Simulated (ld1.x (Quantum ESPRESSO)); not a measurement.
## An all-electron radial function and its pseudo partner (Hf (Z = 72))

Columns: radius, all-electron u(r) and pseudo u(r) of the 5p shell (level -35.57 eV) of hafnium in the configuration [Kr] 4d10 4f14 5s2 5p6 5d2 6s2 6p0; PBE, scalar-relativistic, TM semilocal scheme, ld1.x (Quantum ESPRESSO) 7.5.

```
r (bohr)  all-electron   pseudo
   0.143       -0.3350  -0.0289
   0.285        0.2522  -0.1125
   0.428        0.4843  -0.2455
   0.570        0.0943  -0.4144
   0.713       -0.3946  -0.6023
   0.855       -0.7469  -0.7787
   0.998       -0.9374  -0.9126
   1.140       -0.9976  -0.9762
   1.283       -0.9726  -0.9653
   1.425       -0.8988  -0.8979
   1.568       -0.8011  -0.8011
   1.710       -0.6972  -0.6972
   1.853       -0.5955  -0.5955
   1.995       -0.5026  -0.5026
   2.138       -0.4196  -0.4196
   2.280       -0.3481  -0.3481
   2.423       -0.2868  -0.2868
   2.565       -0.2356  -0.2356
   2.708       -0.1926  -0.1926
   2.850       -0.1571  -0.1571
   2.992       -0.1279  -0.1279
   3.135       -0.1038  -0.1038
   3.278       -0.0840  -0.0840
   3.420       -0.0680  -0.0680
   3.563       -0.0548  -0.0548
   3.705       -0.0442  -0.0442
```

Question: How many radial nodes do the two functions have?

Answer: The all-electron 5p function has n − l − 1 = 3 (the table is too coarse to show those close to the nucleus); the pseudo-wave has 0, since the states of the same l below it are removed with the core.

Question: At about which radius was the pseudo-wave matched?

Answer: 1.65 bohr, where the columns begin to agree (steps of 0.14 bohr).

Question: Where does each function peak?

Answer: Outermost all-electron maximum near 1.14 bohr, pseudo maximum near 1.14 bohr (to the table’s step).

Question: Is the pseudo-wave norm-conserving?

Answer: Yes: the TM semilocal scheme keeps the norm inside the radius equal to the all-electron one, which fixes the energy derivative of the logarithmic derivative at the level.
